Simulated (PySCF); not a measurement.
C$_{4}$H$_{3}$O (SMILES [c]1ccoc1), doublet (typed; the unrestricted solution is spin-contaminated), at a GFN2-xTB geometry; MP2/6-31G** run with PySCF.

Input for PySCF:
```python
from pyscf import gto, scf, mp

mol = gto.M(
    atom='''
O     0.003210    0.037124    1.100777
C    -0.004705    1.132784    0.306132
C     0.006077   -1.038904    0.290733
C    -0.006685    0.732466   -0.983357
C     0.000199   -0.672687   -1.022982
H    -0.008057    2.094604    0.774367
H     0.012330   -2.003975    0.757835
H     0.000727   -1.309578   -1.881567
''',
    basis='6-31g**',
    charge=0,
    spin=1,
    verbose=4,
)

mf = scf.UHF(mol)
mf.kernel()

pt = mp.MP2(mf, frozen=6)
pt.kernel()
print('E(MP2) = %.10f' % pt.e_tot)
mf.analyze()
```

The log (banner, timings and long lists left out):

```
PySCF version 2.14.0

[INPUT] verbose = 4
[INPUT] num. atoms = 8
[INPUT] num. electrons = 35
[INPUT] charge = 0
[INPUT] spin (= nelec alpha-beta = 2S) = 1
[INPUT] symmetry False subgroup None
[INPUT] Mole.unit = angstrom
[INPUT] Symbol           X                Y                Z      unit          X                Y                Z       unit  Magmom
[...]
nuclear repulsion = 153.517591403733
number of shells = 39
number of NR pGTOs = 156
number of NR cGTOs = 85
basis = 6-31g**
ecp = {}

******** <class 'pyscf.scf.uhf.UHF'> ********
method = UHF
initial guess = minao
damping factor = 0
level_shift factor = 0
DIIS = <class 'pyscf.scf.diis.CDIIS'>
diis_start_cycle = 1
diis_space = 8
diis_damp = 0
SCF conv_tol = 1e-09
SCF conv_tol_grad = None
SCF max_cycles = 50
direct_scf = True
direct_scf_tol = 1e-13
number electrons alpha = 18  beta = 17
Set gradient conv threshold to 3.16228e-05
init E= -229.480848861115

cycle= 1 E= -227.881334571618  delta_E=  1.6  |g|= 0.342  |ddm|= 2.06
cycle= 2 E= -227.954671390454  delta_E= -0.0733  |g|= 0.148  |ddm|= 0.428
cycle= 3 E= -227.966171080895  delta_E= -0.0115  |g|= 0.0618  |ddm|= 0.158
cycle= 4 E= -227.969310736394  delta_E= -0.00314  |g|= 0.0218  |ddm|= 0.0858
cycle= 5 E= -227.970007720628  delta_E= -0.000697  |g|= 0.0145  |ddm|= 0.0317
cycle= 6 E= -227.970609079229  delta_E= -0.000601  |g|= 0.0114  |ddm|= 0.0338
cycle= 7 E= -227.971167498045  delta_E= -0.000558  |g|= 0.0103  |ddm|= 0.0349
cycle= 8 E= -227.971744180989  delta_E= -0.000577  |g|= 0.00981  |ddm|= 0.0375
cycle= 9 E= -227.972742104074  delta_E= -0.000998  |g|= 0.00907  |ddm|= 0.0689
cycle= 10 E= -227.973792448324  delta_E= -0.00105  |g|= 0.00804  |ddm|= 0.0803
cycle= 11 E= -227.974726011176  delta_E= -0.000934  |g|= 0.00627  |ddm|= 0.0868
cycle= 12 E= -227.97536812109  delta_E= -0.000642  |g|= 0.00228  |ddm|= 0.12
cycle= 13 E= -227.975357643762  delta_E= 1.05e-05  |g|= 0.00173  |ddm|= 0.013
cycle= 14 E= -227.975382363063  delta_E= -2.47e-05  |g|= 0.000603  |ddm|= 0.0235
cycle= 15 E= -227.975382779182  delta_E= -4.16e-07  |g|= 0.000285  |ddm|= 0.00259
cycle= 16 E= -227.975382933458  delta_E= -1.54e-07  |g|= 0.00013  |ddm|= 0.0028
cycle= 17 E= -227.975382936477  delta_E= -3.02e-09  |g|= 9.51e-05  |ddm|= 0.00242
cycle= 18 E= -227.975382993971  delta_E= -5.75e-08  |g|= 4.54e-05  |ddm|= 0.00189
cycle= 19 E= -227.975383012239  delta_E= -1.83e-08  |g|= 6.21e-06  |ddm|= 0.000627
cycle= 20 E= -227.975383012298  delta_E= -5.87e-11  |g|= 3.02e-06  |ddm|= 1.83e-05
Extra cycle  E= -227.97538301231  delta_E= -1.23e-11  |g|= 2.09e-06  |ddm|= 4.49e-06
converged SCF energy = -227.97538301231  <S^2> = 1.0941512  2S+1 = 2.3187507

******** <class 'pyscf.mp.ump2.UMP2'> ********
nocc = (np.int64(12), np.int64(11)), nmo = (79, 79)
frozen orbitals 6
E(UMP2) = -228.560882537568  E_corr = -0.585499525257553
E(SCS-UMP2) = -228.538914397491  E_corr = -0.563531385181133
E_corr(same-spin) = -0.160463128993766
E_corr(oppo-spin) = -0.425036396263787
E(MP2) = -228.5608825376
**** SCF Summaries ****
Total Energy =                        -227.975383012310203
Nuclear Repulsion Energy =             153.517591403732638
One-electron Energy =                 -613.298865933903016
Two-electron Energy =                  231.805891517860175
Two-electron Coulomb Energy =          261.937277843719812
DFT Exchange-Correlation Energy =      -30.131386325859637
**** MO energy ****
                             alpha | beta                alpha | beta
[...]
To work with the spin densities directly, `use mulliken_meta_spin()` only printing them here.

 ** Mulliken spin pop alpha/beta on meta-lowdin orthogonal AOs **
 ** Mulliken Spin Density (per AO)  **
spin_pop of  0 O 1s       -0.00000
spin_pop of  0 O 2s        0.00238
spin_pop of  0 O 3s       -0.00006
spin_pop of  0 O 2px      -0.00838
spin_pop of  0 O 2py       0.01022
spin_pop of  0 O 2pz       0.02281
spin_pop of  0 O 3px      -0.00011
spin_pop of  0 O 3py      -0.00002
spin_pop of  0 O 3pz      -0.00006
spin_pop of  0 O 3dxy     -0.00006
spin_pop of  0 O 3dyz     -0.00001
spin_pop of  0 O 3dz^2    -0.00004
spin_pop of  0 O 3dxz      0.00006
spin_pop of  0 O 3dx2-y2    0.00002
spin_pop of  1 C 1s        0.00000
spin_pop of  1 C 2s       -0.04325
spin_pop of  1 C 3s        0.00108
spin_pop of  1 C 2px      -0.43260
spin_pop of  1 C 2py      -0.01593
spin_pop of  1 C 2pz      -0.03986
spin_pop of  1 C 3px      -0.00188
spin_pop of  1 C 3py       0.00022
spin_pop of  1 C 3pz       0.00101
spin_pop of  1 C 3dxy      0.00021
spin_pop of  1 C 3dyz      0.00059
spin_pop of  1 C 3dz^2    -0.00003
spin_pop of  1 C 3dxz      0.00004
spin_pop of  1 C 3dx2-y2    0.00056
spin_pop of  2 C 1s       -0.00000
spin_pop of  2 C 2s        0.04079
spin_pop of  2 C 3s       -0.00045
spin_pop of  2 C 2px       0.35828
spin_pop of  2 C 2py       0.01021
spin_pop of  2 C 2pz       0.03305
spin_pop of  2 C 3px       0.00165
spin_pop of  2 C 3py       0.00003
spin_pop of  2 C 3pz      -0.00004
spin_pop of  2 C 3dxy     -0.00016
spin_pop of  2 C 3dyz     -0.00002
spin_pop of  2 C 3dz^2    -0.00004
spin_pop of  2 C 3dxz     -0.00007
spin_pop of  2 C 3dx2-y2   -0.00051
spin_pop of  3 C 1s       -0.00000
spin_pop of  3 C 2s        0.23991
spin_pop of  3 C 3s        0.00213
spin_pop of  3 C 2px       0.38838
spin_pop of  3 C 2py       0.30881
spin_pop of  3 C 2pz       0.49035
spin_pop of  3 C 3px       0.00117
spin_pop of  3 C 3py       0.00002
spin_pop of  3 C 3pz       0.00055
spin_pop of  3 C 3dxy     -0.00039
spin_pop of  3 C 3dyz     -0.00033
spin_pop of  3 C 3dz^2    -0.00026
spin_pop of  3 C 3dxz     -0.00096
spin_pop of  3 C 3dx2-y2   -0.00020
spin_pop of  4 C 1s        0.00000
spin_pop of  4 C 2s       -0.03588
spin_pop of  4 C 3s        0.00078
spin_pop of  4 C 2px      -0.30428
spin_pop of  4 C 2py      -0.03401
spin_pop of  4 C 2pz      -0.02765
spin_pop of  4 C 3px      -0.00152
spin_pop of  4 C 3py       0.00095
spin_pop of  4 C 3pz       0.00046
spin_pop of  4 C 3dxy      0.00034
spin_pop of  4 C 3dyz      0.00031
spin_pop of  4 C 3dz^2     0.00012
spin_pop of  4 C 3dxz      0.00045
spin_pop of  4 C 3dx2-y2    0.00048
spin_pop of  5 H 1s        0.02803
spin_pop of  5 H 2s       -0.00008
spin_pop of  5 H 2px      -0.00019
spin_pop of  5 H 2py       0.00007
spin_pop of  5 H 2pz       0.00003
spin_pop of  6 H 1s       -0.01952
spin_pop of  6 H 2s        0.00011
spin_pop of  6 H 2px       0.00015
spin_pop of  6 H 2py      -0.00003
spin_pop of  6 H 2pz      -0.00002
spin_pop of  7 H 1s        0.02205
spin_pop of  7 H 2s        0.00007
spin_pop of  7 H 2px      -0.00009
spin_pop of  7 H 2py       0.00005
spin_pop of  7 H 2pz       0.00004
 ** Mulliken Spin Density (per atom)  **
spin density of  0 O =      0.02673
spin density of  1 C =     -0.52983
spin density of  2 C =      0.44273
spin density of  3 C =      1.42916
spin density of  4 C =     -0.39945
spin density of  5 H =      0.02786
spin density of  6 H =     -0.01932
spin density of  7 H =      0.02212
 ** Mulliken pop alpha/beta on meta-lowdin orthogonal AOs **
 ** Mulliken pop       alpha | beta **
In total            18.00000 | 17.00000
 ** Mulliken atomic charges   ( Nelec_alpha | Nelec_beta ) **
charge of  0O =     -0.31874  (     4.17273      4.14601 )
charge of  1C =      0.05653  (     2.70682      3.23665 )
charge of  2C =      0.09306  (     3.17484      2.73210 )
charge of  3C =     -0.04112  (     3.73514      2.30598 )
charge of  4C =     -0.17375  (     2.88715      3.28660 )
charge of  5H =      0.13082  (     0.44852      0.42066 )
charge of  6H =      0.12699  (     0.42685      0.44616 )
charge of  7H =      0.12620  (     0.44796      0.42584 )
Dipole moment(X, Y, Z, Debye):  0.00112, -0.49362, -0.43509
```
